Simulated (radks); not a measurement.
The osmium ion Os23+, configuration [Kr] 4d10 4f7.

All-electron calculation, scalar-relativistic Kohn-Sham, LB94 model potential, spin-polarised, spherical densities, finite nucleus; open shells are filled with parallel spins first (spin-orbit coupling, left out, can overturn this in heavy ions); Fermi nuclear charge, rms radius 5.4126 fm. Program: a radial shooting solver on a logarithmic mesh with Libxc functionals.

Energy parts (eV):
| part | energy |
|---|---|
| kinetic | 514933.69 |
| electron-nucleus | -1112816.25 |
| Hartree | 143037.44 |
(The LB94 potential has no energy functional, so no total or exchange-correlation energy is given.)

Orbitals (lengths in bohr, moments of r in powers of bohr):
| orbital | occ. | eigenvalue (eV) | <r^2> |
|---|---|---|---|
| 1s up | 1 | -74786.83 | 0.0004323 |
| 1s down | 1 | -74786.84 | 0.0004323 |
| 2s up | 1 | -13612.17 | 0.006620 |
| 2s down | 1 | -13612.38 | 0.006621 |
| 2p up | 3 | -11950.95 | 0.005510 |
| 2p down | 3 | -11951.12 | 0.005510 |
| 3s up | 1 | -3704.366 | 0.04275 |
| 3s down | 1 | -3703.996 | 0.04267 |
| 3p up | 3 | -3215.890 | 0.04355 |
| 3p down | 3 | -3215.307 | 0.04345 |
| 3d up | 5 | -2668.915 | 0.03604 |
| 3d down | 5 | -2668.643 | 0.03595 |
| 4s up | 1 | -1289.968 | 0.1994 |
| 4s down | 1 | -1280.795 | 0.2000 |
| 4p up | 3 | -1124.709 | 0.2219 |
| 4p down | 3 | -1115.939 | 0.2228 |
| 4d up | 5 | -920.6763 | 0.2402 |
| 4d down | 5 | -912.2320 | 0.2416 |
| 4f up | 7 | -695.6278 | 0.2408 |
| 4f down | 0 | -687.7772 | 0.2426 |

The highest occupied level is 4f up at -695.63 eV. Spin moment in Bohr magnetons: 7. For comparison, the ionisation energy in NIST's Atomic Spectra Database is 720 eV (theoretical). In exact Kohn-Sham theory the highest level is minus the ionisation energy, but local and semilocal functionals leave it too shallow, through self-interaction and a potential that decays too fast; potentials with the right tail come closer. The electron density at the nucleus is 1.789e+06 e/bohr^3 (large components only). Summed over all electrons, <r^2> = 6.582 bohr^2, which gives a Langevin (diamagnetic) susceptibility term of -5.21 x 10^-6 cm^3/mol.
